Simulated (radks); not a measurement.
Sb I, 51 electrons, occupied as [Kr] 4d10 5s2 5p3.

Calculated with a radial shooting solver on a logarithmic mesh with Libxc functionals: Dirac Kohn-Sham, LDA (Slater exchange, Perdew-Wang correlation), spin-unpolarised, spherical densities, point nucleus; open shells are shared between the two j in proportion to 2j + 1; speed of light set to 205.554 atomic units (1.5 times the physical value, a model run).

Energy parts (eV):
part                       energy
total                 -173663.172
kinetic                177585.443
electron-nucleus      -416590.108
Hartree                 69762.614
exchange-correlation    -4421.120

Orbitals (lengths in bohr, moments of r in powers of bohr; r(max) is where P^2 peaks; r(90%) holds 90 % of the orbital's charge):
\begin{tabular}{lrrrrrrr}
orbital & occ. & eigenvalue (eV) & r(90%) & r(max) & <r> & <r^2> & small-component weight \\ \hline
1s1/2 & 2 & -29612.68 & 0.0522 & 0.01915 & 0.02923 & 0.001149 & 1.53e-02 \\
2s1/2 & 2 & -4446.430 & 0.194 & 0.1070 & 0.1259 & 0.01869 & 3.22e-03 \\
2p1/2 & 2 & -4165.645 & 0.174 & 0.08303 & 0.1069 & 0.01396 & 3.23e-03 \\
2p3/2 & 4 & -4059.201 & 0.177 & 0.08504 & 0.1093 & 0.01454 & 3.17e-03 \\
3s1/2 & 2 & -869.8180 & 0.497 & 0.3076 & 0.3386 & 0.1310 & 9.36e-04 \\
3p1/2 & 2 & -753.8001 & 0.494 & 0.2938 & 0.3291 & 0.1256 & 9.13e-04 \\
3p3/2 & 4 & -734.2522 & 0.501 & 0.2984 & 0.3340 & 0.1293 & 8.95e-04 \\
3d3/2 & 4 & -522.6457 & 0.480 & 0.2436 & 0.3048 & 0.1101 & 8.46e-04 \\
3d5/2 & 6 & -518.3518 & 0.482 & 0.2449 & 0.3064 & 0.1112 & 8.40e-04 \\
4s1/2 & 2 & -142.0325 & 1.17 & 0.7376 & 0.8079 & 0.7386 & 2.59e-04 \\
4p1/2 & 2 & -102.7298 & 1.25 & 0.7611 & 0.8509 & 0.8272 & 2.32e-04 \\
4p3/2 & 4 & -99.0823 & 1.27 & 0.7719 & 0.8639 & 0.8526 & 2.27e-04 \\
4d3/2 & 4 & -34.8570 & 1.58 & 0.8421 & 1.023 & 1.238 & 1.62e-04 \\
4d5/2 & 6 & -34.2965 & 1.59 & 0.8462 & 1.029 & 1.252 & 1.61e-04 \\
5s1/2 & 2 & -12.5194 & 3.35 & 1.930 & 2.268 & 5.861 & 3.72e-05 \\
5p1/2 & 1 & -5.2072 & 4.38 & 2.308 & 2.871 & 9.594 & 2.28e-05 \\
5p3/2 & 2 & -4.9402 & 4.48 & 2.354 & 2.933 & 10.01 & 2.18e-05 \\
6s1/2 & 0 & -0.4536 & 12.3 & 6.296 & 7.952 & 74.51 & 3.21e-06 \\
\end{tabular}

The highest occupied level is 5p3/2 at -4.940 eV. The density falls to 0.001 e/bohr^3 at r = 4.71 bohr.
